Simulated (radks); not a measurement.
All-electron atom: neutral strontium in [Kr] 5s2.

All-electron calculation, scalar-relativistic Kohn-Sham, LB94 model potential, spin-unpolarised, spherical densities, finite nucleus; Fermi nuclear charge, rms radius 4.224 fm. Program: a radial shooting solver on a logarithmic mesh with Libxc functionals.

Energy parts (eV):
| part | energy |
|---|---|
| kinetic | 89102.072 |
| electron-nucleus | -208923.795 |
| Hartree | 36169.130 |
(The LB94 potential has no energy functional, so no total or exchange-correlation energy is given.)

Orbitals (lengths in bohr, moments of r in powers of bohr; r(max) is where P^2 peaks; r(90%) holds 90 % of the orbital's charge):
orbital  occ.  eigenvalue (eV)  r(90%)   r(max)      <r>
1s          2        -16042.90  0.0699  0.02553  0.03909
2s          2        -2187.572   0.266   0.1450   0.1720
2p          6        -1948.275   0.244   0.1158   0.1498
3s          2        -344.6154   0.730   0.4366   0.4929
3p          6        -267.2298   0.757   0.4315   0.4986
3d         10        -139.0790   0.802   0.3753   0.4955
4s          2         -45.9956    1.98    1.177    1.345
4p          6         -27.6872    2.32    1.318    1.550
5s          2          -6.2931    6.00    3.365    4.011
4d          0          -5.0038    4.55    1.968    2.742
5p          0          -3.6236    8.29    4.708    5.539
6s          0          -2.0455    14.0    8.999    9.685
4f          0          -0.7691    25.7    14.40    17.01

The highest occupied level is 5s at -6.293 eV. The electron density at the nucleus is 6.198e+04 e/bohr^3 (large components only).
